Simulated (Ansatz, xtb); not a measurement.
Ranking isomers of BClH7NSi2

4 gas-phase structures of BClH7NSi2, from a drawn sample of its isomers (lower ones may exist). Each was relaxed with GFN2-xTB; where two conformers were screened, the lower at r2SCAN-D4/def2-SVP is listed:

A. `B[Si@@H](Cl)N[SiH3]`, a singlet
B. `B[SiH2]N[SiH2]Cl`, a singlet
C. `BN([SiH3])[SiH2]Cl`, a singlet
D. a singlet given by its coordinates

D (Å):

```xyz
12

B     1.6714   -0.4499   -1.0820
Cl    1.8170   -2.2929    1.8304
N     1.1271    0.6547    1.4354
Si    0.8736   -0.9164    0.6493
Si    1.9791    1.8555    0.5736
H     2.7353   -0.8571   -1.3775
H     0.9617   -0.1956   -1.9854
H    -0.5477   -1.1986    0.9215
H     0.8478    0.8055    2.3916
H     2.0918    1.0343   -0.7189
H     1.1988    3.0671    0.3257
H     3.3168    2.1735    1.0736
```

Close contacts (Å): B1–Si4 1.96, Cl2–Si4 2.04, N3–Si4 1.77, N3–Si5 1.71, B1–H6 1.18, B1–H7 1.18, B1–H10 1.58, N3–H9 1.01, Si4–H8 1.47, Si5–H10 1.54, Si5–H11 1.46, Si5–H12 1.46.

Question: Estimate their order in r2SCAN-D4/def2-SVP energy at these geometries, lowest first.

Answer: Calculated order at r2SCAN-D4/def2-SVP: C (0.000), D (1.407), A (1.590), B (1.738) eV.

Energies above the lowest of each column, in eV:

```tsv
structure	GFN2-xTB	HF/STO-3G	r2SCAN-D4/def2-SVP
C	0.000	0.000	0.000
D	1.576	2.352	1.407
A	1.644	1.920	1.590
B	1.629	2.203	1.738
```

Every level run on C puts it lowest or level with the lowest. Flexible structures stand in one conformer each, not always the lowest. Frequencies (GFN2-xTB) were run for C alone.

Over these structures GFN2-xTB departs from r2SCAN-D4/def2-SVP by 0.083 eV on average once a common shift is removed. A GFN2-xTB relaxation took about 0.79 s and the r2SCAN-D4/def2-SVP energy about 3.5 s on a shared host (Ansatz 0.2.0, xtb 6.7.1).
